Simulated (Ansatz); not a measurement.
Process, species as SMILES: NBN → [NH]BN + H atom (the H-N bond at the site shown breaks; other sites are not compared here)
Each molecule is optimised on its own at B3LYP-D3(BJ)/def2-TZVP (Ansatz, a program for electronic structure), one conformer each, not searched for the lowest. Frequencies are from Ansatz.

Quantity: bond dissociation energy (0 K, with B3LYP-D3(BJ) harmonic zero-point energies), in kcal/mol. Valence correlation only, unless marked. Open shells are spin-unrestricted. Spin-orbit coupling is left out. No relativistic terms. Basis-set limits of correlation are two-point, X^-3; Hartree-Fock from the larger set. [CCSD(T)-MP2]/basis is that difference in the basis named.

| level | program | bond dissociation energy (kcal/mol) |
|---|---|---|
| HF/aug-cc-pVDZ | Ansatz | 80.7 |
| HF/cc-pVTZ | Ansatz | 81.6 |
| BLYP-D4/def2-TZVPD | Ansatz + dftd4 | 106.4 |
| BLYP/def2-TZVPD | Ansatz | 105.8 |
| r2SCAN-D3(BJ)/def2-TZVPD | Ansatz + dftd3 | 105.8 |
| PBE0-D4/def2-TZVP | Ansatz + dftd4 | 107.5 |
| PBE0/def2-TZVP | Ansatz | 107.3 |
| PBE0/def2-TZVPD | Ansatz | 107.4 |
| r2SCANh-D4/def2-TZVPD | Ansatz + dftd4 | 106.0 |
| HSE06-D4/def2-TZVPD | Ansatz + dftd4 | 107.7 |
| HSE06/def2-TZVPD | Ansatz | 107.5 |
| B2PLYP-D4/def2-TZVPD | Ansatz + dftd4 | 109.3 |
| PBE-QIDH/def2-TZVPD | Ansatz | 109.4 |
| MP2/STO-3G | Ansatz | 109.5 |
| MP2/cc-pVDZ | Ansatz | 106.5 |
| CCSD/6-31G* | Ansatz | 99.1 |
| CCSD(T)/6-31G | Ansatz | 101.2 |
| CCSD(T) with core electrons/cc-pwCVTZ | Ansatz | 110.4 |
| RI-MP2/CBS(cc-pVTZ,cc-pVQZ)+[CCSD(T)-MP2]/cc-pVDZ | Ansatz | 113.3 |
| RI-MP2/CBS(cc-pVTZ,cc-pVQZ)+[CCSD(T)-MP2]/cc-pVTZ | Ansatz | 112.9 |
| RI-MP2/CBS(aug-cc-pVTZ,aug-cc-pVQZ)+[CCSD(T)-MP2]/aug-cc-pVTZ | Ansatz | 112.9 |
